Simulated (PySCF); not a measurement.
C₇H₉NS.
Numbering: `[N:1]#[C:2][C@@H:3]1[CH2:4][CH2:5][C@H:6]1[CH2:7][CH:8]=[S:9]` (hydrogens: H10 on C3; H11, H12 on C4; H13, H14 on C5; H15 on C6; H16, H17 on C7; H18 on C8)

Computed with PySCF at PBE0/def2-SVPD, non-relativistic, on one gas-phase PBE0-D3(BJ)/def2-SVP geometry that isn't relaxed in the solvent. The solvent is an IEF-PCM continuum (cavity from Bondi-type radii × 1.2), and excitations are vertical TDDFT with non-equilibrium linear response and a frozen core. The model holds no explicit solvent molecules, cavitation or dispersion.

Gas-phase singlets (H = HOMO, L = LUMO):

```csv
state,E (eV),λ (nm),f,leading configurations
S1,2.425,511,0.000,H→L 100%
S2,5.625,220,0.226,"H-1→L 82%, H-3→L 9%"
S3,5.778,215,0.004,H-2→L 92%
S4,6.079,204,0.004,"H→L+2 34%, H-4→L 26%"
S5,6.127,202,0.037,"H-4→L 44%, H→L+2 24%"
```

**Question.** Give the list for acetonitrile (ε = 35.69), n² = 1.81.

**Answer.** 
```tsv
state	E (eV)	λ (nm)	f	leading configurations	change by rank (eV)
S1	2.577	481	0.000	H→L 100%	+0.152
S2	5.441	228	0.266	H-1→L 83%, H-3→L 12%	-0.184
S3	5.682	218	0.002	H-2→L 96%	-0.096
S4	5.825	213	0.089	H-3→L 48%, H-4→L 30%	-0.254
S5	6.262	198	0.028	H-4→L 43%, H-3→L 32%	+0.135
```

**Question.** The ground-state energy changes by -0.415 eV from gas to acetonitrile. By how much does the total energy of gas-phase S1 change?

**Answer.** E(S1) = E(S0) + excitation energy, so it changes by -0.415 + 0.152 = -0.263 eV: it is lowered less than the ground state, which is what a blue shift means. This is the vertical state, with the slow part of the continuum still set for S0.

**Question.** How do the frontier levels move from gas to acetonitrile?

**Answer.** 
| orbital | gas (eV) | solvent (eV) | change (eV) | Löwdin shares, gas | Löwdin shares, solvent |
| --- | --- | --- | --- | --- | --- |
| LUMO+2 | 0.28 | 0.58 | +0.30 | C2 14 %, N1 13 %, S9 10 %, C6 7 % | N1 27 %, C2 26 %, C3 10 %, H10 7 % |
| LUMO+1 | 0.21 | 0.35 | +0.14 | N1 21 %, C2 17 %, C4 13 %, C3 10 % | N1 32 %, C2 27 %, C3 10 %, C4 8 % |
| LUMO | -2.56 | -2.35 | +0.21 | S9 43 %, C8 40 %, C7 5 % | S9 42 %, C8 42 %, C7 5 % |
| HOMO | -6.80 | -6.74 | +0.06 | S9 75 %, C8 15 %, C7 4 % | S9 74 %, C8 15 %, C7 5 % |
| HOMO-1 | -8.76 | -8.54 | +0.22 | S9 38 %, C8 22 %, C7 7 %, C6 7 % | S9 36 %, C8 19 %, C7 9 %, C6 9 % |
| HOMO-2 | -9.21 | -8.98 | +0.23 | N1 31 %, C2 21 %, C3 12 %, C6 10 % | C3 15 %, N1 15 %, C6 13 %, C5 12 % |
| HOMO-3 | -9.40 | -9.21 | +0.19 | N1 29 %, C2 21 %, S9 10 %, C8 9 % | C6 14 %, C5 12 %, S9 12 %, N1 10 % |

The HOMO–LUMO gap goes from 4.24 to 4.39 eV. Rows go by rank; for HOMO-3, HOMO-2, LUMO+1 and LUMO+2 the atom shares or the degeneracy differ between the runs, so the row needn't follow one orbital.

On one thread, Arm Neoverse N1 (shared host), this took 87 s. This is the whole response run at PBE0/def2-SVPD in acetonitrile, SCF included.

Conformer computed: `[N:1]#[C:2][C@@H:3]1[CH2:4][CH2:5][C@H:6]1[CH2:7][CH:8]=[S:9]`: C5–C6–C7–C8 -67°, C6–C7–C8–S9 106°.
